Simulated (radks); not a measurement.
Values are calculated unless marked as measured or tabulated.
Ne2+, 8 electrons, occupied as [He] 2s2 2p4.

Code: a radial shooting solver on a logarithmic mesh with Libxc functionals. Model: Dirac Kohn-Sham, LDA (Slater exchange, Perdew-Wang correlation), spin-unpolarised, spherical densities, finite nucleus; open shells are shared between the two j in proportion to 2j + 1; Fermi nuclear charge, rms radius 3.0055 fm.

Energy parts (eV):
| part | energy |
|---|---|
| total | -3427.192 |
| kinetic | 3423.827 |
| electron-nucleus | -7957.095 |
| Hartree | 1390.341 |
| exchange-correlation | -284.265 |

Orbitals (lengths in bohr, moments of r in powers of bohr):
orbital,occ.,eigenvalue (eV),<r>,<r^4>
1s1/2,2,-876.3318,0.1586,0.002997
2s1/2,2,-77.7005,0.8331,1.286
2p1/2,1.33333,-55.0318,0.8102,1.545
2p3/2,2.66667,-54.8958,0.8118,1.556

The highest occupied level is 2p3/2 at -54.896 eV. Summed over all electrons, <r^2> = 5.062 bohr^2, which gives a Langevin (diamagnetic) susceptibility term of -4.01 x 10^-6 cm^3/mol. For comparison, the ionisation energy in NIST's Atomic Spectra Database is 63.423 eV (measured). In exact Kohn-Sham theory the highest level is minus the ionisation energy, but local and semilocal functionals leave it too shallow, through self-interaction and a potential that decays too fast; potentials with the right tail come closer.

Beside tabulated values, note that spin-unpolarised runs miss the spin-polarisation part of the exchange energy of open shells.
